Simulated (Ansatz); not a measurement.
AlF2HSe (`[F][Al]([F])[SeH]`), relaxed with RKS PBE0-D4/def2-TZVP in Ansatz from a PBE-D4/def2-SVP geometry. The force threshold is 0.005 eV/Å; the program also tests the step.

Charge 0, multiplicity 1.

Start:

```xyz
5

F    -1.750   -1.149   -0.794
Al   -0.320   -0.525   -0.206
F     0.980   -1.552   -0.008
Se   -0.167    1.711    0.313
H     1.257    1.514    0.696
```

(1) By how much does the energy fall, and how many steps does the optimiser take? (Estimate.)

(2) Which bonds change most? (Best estimate.)

(3) Give the relaxed structure. (Best estimate.)

Answers

(1) Ansatz gave: 0.78 kcal/mol, in 5 steps.

(2) Computed: Al2–F3 from 1.669 to 1.638 Å; F1–Al2 from 1.668 to 1.637 Å; Se4–H5 from 1.487 to 1.470 Å; Al2–Se4 from 2.300 to 2.285 Å.

(3) Ansatz gave: 
```xyz
5

F    -1.726   -1.131   -0.775
Al   -0.314   -0.529   -0.208
F     0.963   -1.536   -0.015
Se   -0.162    1.694    0.298
H     1.239    1.503    0.700
```
